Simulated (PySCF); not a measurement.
SMILES CC(C)(C)[SiH2][SiH3] (C4H14Si2) at its GFN2-xTB optimised geometry (Å):

```
20

C      1.8191     0.1416     1.2721
C      1.2941    -0.5230     0.0000
C      1.8217    -1.9556    -0.0613
C      1.8119     0.2489    -1.2132
Si    -0.6300    -0.5230     0.0000
Si    -1.5009     1.6163     0.0000
H      1.4715    -0.3883     2.1571
H      1.4860     1.1759     1.3401
H      2.9096     0.1382     1.2843
H      1.4796    -2.4561    -0.9648
H      2.9122    -1.9646    -0.0605
H      1.4781    -2.5309     0.7960
H      1.4747     1.2845    -1.1900
H      1.4607    -0.2039    -2.1388
H      2.9024     0.2494    -1.2314
H     -1.0504    -1.3024    -1.1773
H     -1.0532    -1.3205     1.1638
H     -1.4360     2.2600    -1.3158
H     -0.8205     2.5309     0.9241
H     -2.9122     1.6210     0.3903
```

Calculation: B3LYP/def2-SVP run with PySCF.

Map of the Laplacian of the electron density (e/bohr⁵), clipped to [-1.50, 1.50] on the plane z = 0.8 Å:

```
|%%%%%%%%%%%%%%%%%%%%%%%%%|
|%%%%%%%%%%%%%%%%%%%%%%%%%|
|%%%%%%%%%%%%%%%%%%%%%%%%%|
|%%%%%%%%%@@@%%%%%%%%%%%%%|
|%%%%%%%@@@@@@%%%%%%%%%%%%|
|%%%%@@@@@@%@@@%%%%%%%%%%%|
|%%%@@@@@@# %@@%%%%%%%%%%%|
|%%%@@@@@%##@@@@@@@%%%%%%%|
|%%@@@%%%@@%@@@@@@@@%%%%%%|
|%%%@@@@@@@@@@@@@@@@@@%%%%|
|%%%@@@@@@@@@@@@@@@@@@@%%%|
|%%%%@@@@@@@@@@@@%@@@@@%%%|
|%%%%%%@@@@@@@@@%-%@@@@%%%|
|%%%%%%@@@%@@@@@%#@@@@@%%%|
|%%%%%%@@@%#%@@@@@@@@@@%%%|
|%%%%%%@@@#*%@@@@@@@@@@%%%|
|%%%%%%%@@@@@@@@@@@@@@@%%%|
|%%%%%%%@@@@@@@@@%@@@@@%%%|
|%%%%%%%%@@@@@@@*.@@@@@%%%|
|%%%%%%%%%%%%%@@@@@@@@%%%%|
|%%%%%%%%%%%%%@@@@@@%%%%%%|
|%%%%%%%%%%%%%%%@@@%%%%%%%|
|%%%%%%%%%%%%%%%%%%%%%%%%%|
|%%%%%%%%%%%%%%%%%%%%%%%%%|
|%%%%%%%%%%%%%%%%%%%%%%%%%|
```
Scale: ten equal steps from -1.50 (start of ' ') to 0.172 (end of '@'), in the order ' .:-=+*#%@'; x runs from -5.00 to 5.00, y from -5.00 (bottom) to 5.00 (top).
